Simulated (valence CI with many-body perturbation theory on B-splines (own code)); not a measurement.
E1 line list for Ho⁵⁹⁺

Method: configuration interaction combined with many-body perturbation theory (CI+MBPT): six valence electrons over a frozen Dirac-Fock core [He], a basis of 9 s, 9 p, 8 d, 6 f, 3 g, 1 h functions for each j, with the one-electron correlation potential Σ1, the two-electron term Σ2, the three-electron term Σ3, Breit, model QED; selected CI, second order for the rest, scaled by the run's own slope (own B-spline code, finite nucleus).

The last digits are not significant, and no measured levels were compared; by estimate large intervals hold to a few tenths of a per cent, small ones and those within an open d or f shell to about a per cent. Among the levels kept, up to 2100 cm⁻¹ of a level comes from second order outside the variational space, and about a tenth of that is noise between levels of different J, which matters for small intervals.

Lines 1 to 50 of 200 in falling wavelength, among levels below 8395.2 eV, chosen from the strongest by gf and those to the six lowest levels. Wavelengths and rates use the calculated energies. Electric multipoles are in the length gauge with retardation, E1 and E2 with the static RPA response of the core. Weak lines are less certain than strong ones. Lines between different terms over intervals too small for the method are left out, as are lines whose strength nearly cancels. The highest levels of a list are the least certain.

Levels are named by their leading jj configuration (3d3/2^4 stands for four electrons in 3d with j = 3/2), which in mixed levels can hold well under half, so a name can repeat and another be missing. Letters in brackets count levels of one name in rising energy.

```
λ vac (Å)                               Upper                               Lower   A (s⁻¹)  S (a.u.) with core polarisation  S without
    139.3      (2s 2p1/2^2 2p3/2^2 3p1/2) J=3     (2s 2p1/2^2 2p3/2^2 3s) J=2 [a]  4.22e+09                         3.94e-02   3.94e-02
    129.9      (2s^2 2p1/2 2p3/2^2 3p1/2) J=3     (2s^2 2p1/2 2p3/2^2 3s) J=2 [b]  5.72e+09                         4.34e-02   4.34e-02
    126.6  (2s^2 2p1/2 2p3/2^2 3p1/2) J=1 [b]     (2s^2 2p1/2 2p3/2^2 3s) J=1 [b]  7.54e+09                         2.26e-02   2.27e-02
    126.5      (2s^2 2p1/2^2 2p3/2 3p1/2) J=2         (2s^2 2p1/2^2 2p3/2 3s) J=1  5.67e+09                         2.83e-02   2.83e-02
    124.8  (2s^2 2p1/2 2p3/2^2 3p1/2) J=2 [a]     (2s^2 2p1/2 2p3/2^2 3s) J=1 [a]  4.61e+09                         2.21e-02   2.21e-02
    122.5  (2s^2 2p1/2 2p3/2^2 3p1/2) J=1 [b]         (2s^2 2p1/2 2p3/2^2 3s) J=0  4.25e+09                         1.16e-02   1.16e-02
    121.3  (2s^2 2p1/2 2p3/2^2 3p1/2) J=1 [a]     (2s^2 2p1/2 2p3/2^2 3s) J=2 [a]  1.07e+10                         2.82e-02   2.82e-02
    120.5      (2s^2 2p1/2 2p3/2^2 3p1/2) J=3         (2s^2 2p1/2 2p3/2^2 3s) J=3  5.99e+09                         3.62e-02   3.62e-02
    118.7      (2s^2 2p1/2^2 2p3/2 3p1/2) J=1         (2s^2 2p1/2^2 2p3/2 3s) J=2  1.16e+10                         2.88e-02   2.88e-02
    116.8      (2s^2 2p1/2^2 2p3/2 3p1/2) J=2         (2s^2 2p1/2^2 2p3/2 3s) J=2  7.83e+09                         3.08e-02   3.08e-02
    112.6  (2s^2 2p1/2 2p3/2^2 3p1/2) J=2 [a]     (2s^2 2p1/2 2p3/2^2 3s) J=2 [a]  7.05e+09                         2.49e-02   2.49e-02
    108.4      (2s 2p1/2^2 2p3/2^2 3p1/2) J=2         (2s 2p1/2^2 2p3/2^2 3s) J=3  1.40e+10                         4.39e-02   4.39e-02
    108.1      (2s^2 2p1/2^2 2p3/2 3d3/2) J=3      (2s^2 2p1/2^2 2p3/2 3p3/2) J=3  2.92e+09                         1.27e-02   1.27e-02
    107.1      (2s 2p1/2^2 2p3/2^2 3p1/2) J=3         (2s 2p1/2^2 2p3/2^2 3s) J=3  9.00e+09                         3.82e-02   3.82e-02
    96.47  (2s^2 2p1/2 2p3/2^2 3p1/2) J=2 [b]     (2s^2 2p1/2 2p3/2^2 3s) J=2 [b]  5.62e+09                         1.24e-02   1.25e-02
    91.15  (2s^2 2p1/2 2p3/2^2 3p1/2) J=2 [b]         (2s^2 2p1/2 2p3/2^2 3s) J=3  2.05e+10                         3.83e-02   3.83e-02
    89.26      (2s^2 2p1/2 2p3/2^2 3p1/2) J=0     (2s^2 2p1/2 2p3/2^2 3s) J=1 [b]  3.63e+10                         1.27e-02   1.27e-02
    77.96      (2s^2 2p1/2^2 2p3/2 3d5/2) J=2      (2s^2 2p1/2^2 2p3/2 3p3/2) J=2  1.62e+10                         1.90e-02   1.90e-02
    76.85      (2s^2 2p1/2^2 2p3/2 3d5/2) J=1      (2s^2 2p1/2^2 2p3/2 3p3/2) J=0  2.41e+10                         1.62e-02   1.62e-02
    71.42      (2s^2 2p1/2^2 2p3/2 3d5/2) J=3      (2s^2 2p1/2^2 2p3/2 3p3/2) J=2  4.90e+10                         6.17e-02   6.17e-02
    71.17      (2s^2 2p1/2^2 2p3/2 3d5/2) J=4      (2s^2 2p1/2^2 2p3/2 3p3/2) J=3  5.94e+10                         9.52e-02   9.52e-02
    67.29      (2s^2 2p1/2^2 2p3/2 3d5/2) J=2      (2s^2 2p1/2^2 2p3/2 3p3/2) J=1  4.23e+10                         3.18e-02   3.18e-02
    62.27      (2s^2 2p1/2^2 2p3/2 3d5/2) J=3      (2s^2 2p1/2^2 2p3/2 3p3/2) J=3  1.35e+10                         1.13e-02   1.13e-02
    59.19      (2s^2 2p1/2^2 2p3/2 3d5/2) J=1      (2s^2 2p1/2^2 2p3/2 3p3/2) J=1  4.70e+10                         1.44e-02   1.44e-02
    37.29            (2s 2p1/2^2 2p3/2^3) J=2            (2s^2 2p1/2 2p3/2^3) J=2  3.20e+10                         4.09e-03   4.10e-03
    36.50  (2s^2 2p1/2 2p3/2^2 3p3/2) J=1 [a]     (2s^2 2p1/2 2p3/2^2 3s) J=2 [b]  2.72e+11                         1.96e-02   1.96e-02
    35.60      (2s^2 2p1/2 2p3/2^2 3p3/2) J=0     (2s^2 2p1/2 2p3/2^2 3s) J=1 [a]  5.47e+11                         1.22e-02   1.22e-02
    35.44      (2s^2 2p1/2^2 2p3/2 3p3/2) J=1         (2s^2 2p1/2^2 2p3/2 3s) J=1  4.60e+11                         3.03e-02   3.03e-02
    35.39  (2s^2 2p1/2 2p3/2^2 3p3/2) J=3 [b]     (2s^2 2p1/2 2p3/2^2 3s) J=2 [b]  2.43e+11                         3.73e-02   3.73e-02
    35.39  (2s^2 2p1/2 2p3/2^2 3p3/2) J=2 [a]     (2s^2 2p1/2 2p3/2^2 3s) J=1 [a]  2.92e+11                         3.20e-02   3.20e-02
    35.33            (2s 2p1/2^2 2p3/2^3) J=2            (2s^2 2p1/2 2p3/2^3) J=1  4.00e+10                         4.36e-03   4.36e-03
    35.22      (2s^2 2p1/2 2p3/2^2 3d3/2) J=3      (2s^2 2p1/2 2p3/2^2 3p1/2) J=3  4.25e+10                         6.42e-03   6.42e-03
    35.20  (2s^2 2p1/2 2p3/2^2 3p3/2) J=2 [b]     (2s^2 2p1/2 2p3/2^2 3s) J=1 [b]  1.70e+11                         1.83e-02   1.84e-02
    34.76      (2s^2 2p1/2 2p3/2^2 3p3/2) J=4         (2s^2 2p1/2 2p3/2^2 3s) J=3  6.10e+11                         1.14e-01   1.14e-01
    34.67      (2s^2 2p1/2^2 2p3/2 3p3/2) J=3         (2s^2 2p1/2^2 2p3/2 3s) J=2  6.14e+11                         8.84e-02   8.84e-02
    34.65  (2s^2 2p1/2 2p3/2^2 3p3/2) J=3 [b]         (2s^2 2p1/2 2p3/2^2 3s) J=3  3.50e+11                         5.03e-02   5.04e-02
    34.64      (2s^2 2p1/2^2 2p3/2 3p3/2) J=1         (2s^2 2p1/2^2 2p3/2 3s) J=2  1.10e+11                         6.75e-03   6.76e-03
    34.55      (2s^2 2p1/2^2 2p3/2 3d3/2) J=2      (2s^2 2p1/2^2 2p3/2 3p1/2) J=2  2.06e+11                         2.09e-02   2.09e-02
    34.42      (2s^2 2p1/2 2p3/2^2 3d3/2) J=1  (2s^2 2p1/2 2p3/2^2 3p1/2) J=2 [a]  7.16e+10                         4.33e-03   4.33e-03
    34.39  (2s^2 2p1/2 2p3/2^2 3p3/2) J=1 [a]     (2s^2 2p1/2 2p3/2^2 3s) J=1 [a]  1.59e+11                         9.60e-03   9.61e-03
    34.39      (2s^2 2p1/2^2 2p3/2 3d3/2) J=2      (2s^2 2p1/2^2 2p3/2 3p1/2) J=1  2.17e+11                         2.18e-02   2.18e-02
    34.35  (2s^2 2p1/2 2p3/2^2 3p3/2) J=3 [a]     (2s^2 2p1/2 2p3/2^2 3s) J=2 [a]  6.43e+11                         9.00e-02   9.00e-02
    34.34  (2s^2 2p1/2 2p3/2^2 3p3/2) J=2 [a]     (2s^2 2p1/2 2p3/2^2 3s) J=2 [a]  2.37e+11                         2.37e-02   2.37e-02
    34.24      (2s^2 2p1/2 2p3/2^2 3d3/2) J=2  (2s^2 2p1/2 2p3/2^2 3p1/2) J=2 [a]  2.04e+11                         2.02e-02   2.02e-02
    33.86      (2s^2 2p1/2^2 2p3/2 3d3/2) J=3      (2s^2 2p1/2^2 2p3/2 3p1/2) J=2  4.41e+11                         5.91e-02   5.91e-02
    33.76  (2s^2 2p1/2 2p3/2^2 3p3/2) J=2 [c]     (2s^2 2p1/2 2p3/2^2 3s) J=1 [b]  4.63e+11                         4.39e-02   4.39e-02
    33.68      (2s^2 2p1/2 2p3/2^2 3d3/2) J=1  (2s^2 2p1/2 2p3/2^2 3p1/2) J=1 [a]  3.55e+11                         2.01e-02   2.01e-02
    33.61      (2s^2 2p1/2 2p3/2^2 3d3/2) J=3  (2s^2 2p1/2 2p3/2^2 3p1/2) J=2 [a]  4.03e+11                         5.29e-02   5.29e-02
    33.57      (2s^2 2p1/2^2 2p3/2 3d3/2) J=1      (2s^2 2p1/2^2 2p3/2 3p1/2) J=2  8.42e+10                         4.72e-03   4.72e-03
    33.50      (2s^2 2p1/2 2p3/2^2 3d3/2) J=2  (2s^2 2p1/2 2p3/2^2 3p1/2) J=1 [a]  2.10e+11                         1.95e-02   1.95e-02
```
